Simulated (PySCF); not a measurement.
BClHI, SMILES ClBI. Geometry optimised at B3LYP-D3(BJ)/def2-TZVP. The def2 effective core potentials stand for the cores of I; spin–orbit coupling is left out.

Computed equilibrium geometry at B3LYP-D3(BJ)/def2-TZVP (PySCF confirms it by a frequency run) as bond lengths and angles, and its point group:
point group Cs.
Atoms: B1 Cl2 H3 I4. Bonded distances (Å): B1–Cl2 1.735, B1–H3 1.181, B1–I4 2.124. Bond angles (°): Cl2–B1–H3 120.0, Cl2–B1–I4 121.7, H3–B1–I4 118.3.
Charge 0, spin multiplicity 1.
